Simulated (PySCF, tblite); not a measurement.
Isomers of C2H15PSi4, one GFN2-xTB conformer each. Single-point energies are computed at PBE0/pcSseg-1 (PySCF, gas phase, no added dispersion term), electronic only.

| SMILES | GFN2-xTB relative energy (kcal/mol) |
| --- | --- |
| CC[SiH2][Si@@H](P)[SiH2][SiH3] | 2.4 |
| C[SiH2][Si@@]([SiH3])(P)C[SiH3] | 0.0 |

Conformers: `[CH3:1][CH2:2][SiH2:3][Si@@H:4]([PH2:5])[SiH2:6][SiH3:7]` with C1–C2–Si3–Si4 -168°, C2–Si3–Si4–P5 29°, Si3–Si4–P5–H 167° and 75°, Si3–Si4–Si6–Si7 -178°; `[CH3:1][SiH2:2][Si@@:3]([SiH3:4])([PH2:5])[CH2:6][SiH3:7]` with C1–Si2–Si3–Si4 -43°, Si2–Si3–P5–H -51° and 41°, Si2–Si3–C6–Si7 -171°.

**Question.** What does PBE0/pcSseg-1 give for the same structures?

**Answer.** 
| SMILES | PBE0/pcSseg-1 E (Eh) | PBE0/pcSseg-1 (kcal/mol) | GFN2-xTB (kcal/mol) | point group |
| --- | --- | --- | --- | --- |
| C[SiH2][Si@@]([SiH3])(P)C[SiH3] | -1583.78084 | 0.0 | 0.0 | C1 |
| CC[SiH2][Si@@H](P)[SiH2][SiH3] | -1583.77101 | 6.2 | 2.4 | C1 |

Both levels put the same isomer lowest. 

**Question.** Which frontier levels, dipoles and rotational constants go with these structures?

**Answer.** 
```
                         SMILES  HOMO (eV, PBE0/pcSseg-1)  LUMO (eV)  dipole (D)       A, B, C (MHz)
C[SiH2][Si@@]([SiH3])(P)C[SiH3]                     -7.13      -0.69        1.38  1121, 574.5, 547.4
 CC[SiH2][Si@@H](P)[SiH2][SiH3]                     -7.23      -0.84        0.56  1989, 387.5, 338.2
```

**Question.** What happens when harmonic zero-point energies from GFN2-xTB frequencies are added?

**Answer.** 
```csv
SMILES,ZPE (kcal/mol),electronic (kcal/mol),with ZPE (kcal/mol)
C[SiH2][Si@@]([SiH3])(P)C[SiH3],91.3,0.0,0.0
CC[SiH2][Si@@H](P)[SiH2][SiH3],92.5,6.2,7.4
```

The zero-point energies span 1.2 kcal/mol. The order is unchanged.
